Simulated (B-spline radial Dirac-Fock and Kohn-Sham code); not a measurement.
ΔSCF core binding energies without Breit or QED terms, calculated with a radial B-spline solver.

A sound run for the Mo²⁺ ion in the configuration [Kr] 4d4: The ground state converged in 10 iterations, with total energy -4046.43191 Ha, virial ratio 1.96417 and highest orbital energy -26.12 eV. ΔSCF binding energies: K (1s) 20082.6 eV, L3 (2p3/2) 2554.0 eV, M5 (3d5/2) 255.9 eV.

A second run, with one unsound setting: The ground state converged in 10 iterations, with total energy -4025.94556 Ha, virial ratio 1.94264 and highest orbital energy -29.82 eV. ΔSCF binding energies: K (1s) 20052.4 eV, L3 (2p3/2) 2567.5 eV, M5 (3d5/2) 288.4 eV.

```
iter   energy (Ha)        error
   1    -4018.35457340  3.24e+00
   2    -4024.31784207  7.77e-01
   3    -4025.81070378  1.68e-01
   4    -4025.93004823  4.91e-02
   5    -4025.94365151  2.27e-02
   6    -4025.94549808  4.25e-03
   7    -4025.94555478  4.75e-04
   8    -4025.94555540  5.19e-05
   9    -4025.94555541  1.16e-06
  10    -4025.94555541  7.61e-08
```

Q: Which fault fits the second run best?
A. too few iterations
B. speed of light below Z
C. mesh too coarse
D. unbound anion

A: C. The input had h = 0.9: h is too large to resolve the orbitals.
